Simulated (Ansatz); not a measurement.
Correlation energies of GaH7OSi2, SMILES `[SiH3]O[SiH2][GaH2]` by basis set

Cartesian coordinates in Å:
```
Si 0.6570 1.4864 -0.4302
O -0.8992 1.0341 -0.5635
Si -1.4920 -0.4691 -0.1072
Ga 0.5388 -1.5533 0.6802
H 0.8330 2.6141 0.5133
H 1.2647 1.7893 -1.7461
H 1.4341 0.3083 0.1492
H -2.5592 -0.2469 0.9076
H -2.1499 -1.0770 -1.2970
H 0.9530 -1.4763 2.1955
H 1.4197 -2.4096 -0.3019
```

Charge 0, multiplicity 1. Correlated methods include outer-core shells of Ga, which these sets cover unevenly. Scalar relativity is left out up to krypton. Geometry: relaxed with PBE0-D4/def2-TZVP. It is one conformer, not always the lowest. Frozen core, restricted reference, Ansatz.

```json
{"basis": "def2-SVP", "HF (Eh)": "-2579.61076", "MP2 corr.": "-0.60240"}
{"basis": "def2-TZVPP", "HF (Eh)": "-2580.17307", "MP2 corr.": "-0.72305"}
{"basis": "def2-QZVPP", "HF (Eh)": "-2580.23626", "MP2 corr.": "-1.00865"}
```

Q: Estimate the CCSD correlation energy and the (T) correction in each basis where they were run (hartree).

A: 
```tsv
basis	CCSD corr.	(T)
def2-SVP	-0.64658	-0.01762
def2-TZVPP	-0.76797	-0.02783
```
